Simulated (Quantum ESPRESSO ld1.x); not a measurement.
The numbers below are computed, except where a source is named.
Numerical settings for the ruthenium ion Ru+, [Kr] 4d7. Code: ld1.x of Quantum ESPRESSO 7.5. Model: Dirac Kohn-Sham, LDA (Slater exchange, Perdew-Zunger correlation), spin-unpolarised, spherical densities, point nucleus; open shells are shared between the two j in proportion to 2j + 1. With the defaults (dx = 0.008, xmin = -8.0, rmax = 100, beta = 0.2, tr2 = 1e-14) the mesh has 2049 points, the cycle takes 35 iterations, E = -4526.783111 hartree and the 4d5/2 eigenvalue is -0.46561 hartree. The mesh is r = exp(xmin + i dx)/Z up to rmax; beta is the mixing and tr2 the threshold. One setting is changed at a time.

change	mesh points	iterations	change of E (mhartree)	change of e(4d5/2) (mhartree)
dx = 0.04	411	35	-0.009	0.000
dx = 0.0125	1313	35	0.000	0.000
xmin = -5	1675	29	-3.567	0.000
xmin = -4	1549	33	-63.864	-0.001
rmax = 8	1733	38	-0.025	0.000
rmax = 150	2101	35	0.000	0.000
beta = 1	2049	14	+0.001	0.000
beta = 0.05	2049	89	+0.001	0.000
tr2 = 0.0001	2049	7	+33.353	-1.979
tr2 = 1e-06	2049	10	+1.218	+0.039
